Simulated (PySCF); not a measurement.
Numbering as in the mapped SMILES `[SH:1][CH:2]1[c:3]2[cH:4][cH:5][cH:6][cH:7][c:8]21` (H(Xn): hydrogen on atom n).

Geometry: GFN2-xTB; GIAO shifts from PySCF 2.14, gas phase, non-relativistic, averaged over equivalent atoms.

At PBE0/pcSseg-1 (173 basis functions, 46 s wall time on 1 thread of an Intel Xeon Platinum 8175M, shared host):
| atoms | δ (ppm) |
| --- | --- |
| C3/C8 | 138.9 |
| C5/C6 | 135.7 |
| C4/C7 | 118.3 |
| C2 | 36.4 |
| H(C4)/H(C7) | 7.57 |
| H(C5)/H(C6) | 7.48 |
| H(C2) | 4.53 |
| H(S1) | 1.44 |

Scale: $^{13}$C (186.93 ppm) and $^{1}$H (31.72 ppm) against TMS (reference shieldings calculated alike).

Q: Predict the values at PW91/pcSseg-1 on the same geometry.

A: 
```tsv
atoms	δ at PW91/pcSseg-1	change
C3/C8	136.3	-2.6
C5/C6	134.0	-1.7
C4/C7	116.1	-2.2
C2	39.5	+3.1
H(C4)/H(C7)	7.40	-0.17
H(C5)/H(C6)	7.36	-0.12
H(C2)	4.53	+0.00
H(S1)	1.28	-0.16
```

δ = σ(ref) − σ, references computed at the same level: $^{13}$C (σref 181.47) and $^{1}$H (σref 31.65) against TMS.

The largest change is at C2 (three-membered-ring carbon). Cost: 173 basis functions, 77 s wall time on 1 thread of an Intel Xeon Platinum 8175M, shared host. The order of the carbon signals is the same at both levels.
